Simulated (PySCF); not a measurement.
Species: C6H11FO.
SMILES with atom numbers: `[F:1][CH2:2][CH2:3][C@@H:4]1[CH2:5][CH2:6][O:7][CH2:8]1`

Cartesian coordinates in Å at the GFN2-xTB level; atoms count from 1:
```
atom  x, y, z in Å
F1     2.784    1.057   -0.829
C2     2.455   -0.188   -0.343
C3     1.269   -0.085    0.606
C4    -0.005    0.374   -0.104
C5    -1.138    0.693    0.889
C6    -2.359    0.039    0.237
O7    -1.853   -1.102   -0.415
C8    -0.631   -0.716   -1.007
H9     2.232   -0.811   -1.214
H10    3.345   -0.566    0.170
H11    1.110   -1.059    1.072
H12    1.520    0.636    1.387
H13    0.236    1.256   -0.701
H14   -1.274    1.760    1.044
H15   -0.935    0.219    1.850
H16   -3.116   -0.291    0.948
H17   -2.819    0.723   -0.492
H18   -0.016   -1.614   -1.090
H19   -0.814   -0.316   -2.015
```

Definitions: NICS(0) = −σiso at the ring centroid; NICS(1) = −σiso and NICS(1)zz = −σzz at ±1 Å along the ring normal z. Level: GIAO PBE0/pcSseg-1 (PySCF, non-relativistic, gas phase) on the GFN2-xTB geometry, one conformer.

Ring bond lengths (Å), with Mayer bond orders in brackets: C4–C5 1.539 (1.00), C5–C6 1.531 (1.05), C6–O7 1.409 (0.93), O7–C8 1.412 (0.93), C8–C4 1.548 (0.98).

Task: Give the NICS values of each ring in ppm.

Result: 
```csv
ring,type,NICS(0),"NICS(1), two faces","NICS(1)zz, two faces",rms pucker (Å),"centre to ring atoms, mean (Å)"
C4–C5–C6–O7–C8,5-membered ring with O; formal bonds all single,-7.6,-4.0 / -3.5,-5.3 / -6.0,0.16,1.25
```

Task: What can be read from them?

Result: 
- C4–C5–C6–O7–C8: mean NICS(1)zz -5.7 ppm, shielded. C4, C5, C6, C8 have four or more neighbours, and the NICS criterion for π rings isn't applied.

Task: What field does 1 T along the ring normal induce along that normal at the first NICS(1) probe listed for ring C4–C5–C6–O7–C8, 1 Å off the ring?

Result: NICSzz × B0 = -5.3 ppm × 1 T = -5 μT, against the applied field.

Task: What are the shieldings of the ring atoms and their hydrogens in the same run (means over atoms taken as equivalent)?

Result: 
```tsv
atoms	environment	σ isotropic (ppm)	principal values of the symmetric part, first atom (ppm)
C4	sp3 CH carbon	150.6	117.4, 166.9, 167.5
C5	ring CH2 carbon	149.0	119.3, 156.7, 170.9
C6	sp3 carbon bound to oxygen	114.2	70.0, 107.2, 165.4
O7	cyclic ether oxygen	273.8	198.7, 267.3, 355.5
C8	sp3 carbon bound to oxygen	110.5	73.0, 102.5, 156.1
H13	methine hydrogen	29.16	25.1, 28.1, 34.3
H14	methylene hydrogen	29.69	25.6, 27.4, 36.1
H15	methylene hydrogen	30.36	25.2, 29.9, 36.0
H16	methylene hydrogen	27.53	23.1, 25.8, 33.7
H17	methylene hydrogen	28.18	22.8, 26.9, 34.8
H18	methylene hydrogen	27.97	23.0, 28.4, 32.5
H19	methylene hydrogen	27.79	22.3, 27.6, 33.5
```
